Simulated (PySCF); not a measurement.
## Excitation energy of Cl⁺ by level of theory

Cl⁺ [Ne] 3s2 3p4 (3P) → Cl⁺ [Ne] 3s1 3p4 3d1 (high-spin determinant), as a difference of total energies. Calculation: PySCF 2.14, in dyall-acv3z (19s12p6d4f, 113 functions); scalar relativity by spin-free X2C-1e. Correlated levels: valence: [Ne] frozen; valence and next inner shell: 1s2 frozen; virtual orbitals above 40 to 60 times the deepest correlated orbital energy dropped. The calculations carry no spin-orbit coupling.

| method | excitation energy (eV) |
| --- | --- |
| UHF | 24.958 |
| LDA | 25.434 |
| PBE | 25.146 |
| PBE0 | 25.382 |
| r2SCAN | 24.969 |
| HSE06 | 25.398 |
| PBEsol | 25.101 |
| MP2 (valence) | 25.478 |
| SCS-MP2 (valence) | 25.653 |
| MP2 (valence and next inner shell) | 25.594 |

Task: Estimate what SCS-MP2 (valence and next inner shell) gives.

Result: 25.738 eV, closest to SCS-MP2 (valence) among the rows shown.

Task: Estimate what BHandHLYP gives.

Result: 25.961 eV, closest to SCS-MP2 (valence) among the rows shown.

The upper state lies above the first ionisation limit, where it may autoionise and the basis confines it.

The promoted electron is Rydberg-like, and one or two diffuse shells describe it only roughly, which tends to raise the upper state.

The determinant of the upper state mixes LS terms, which raises its energy above the lowest term, most at the Hartree-Fock and MP2 levels.
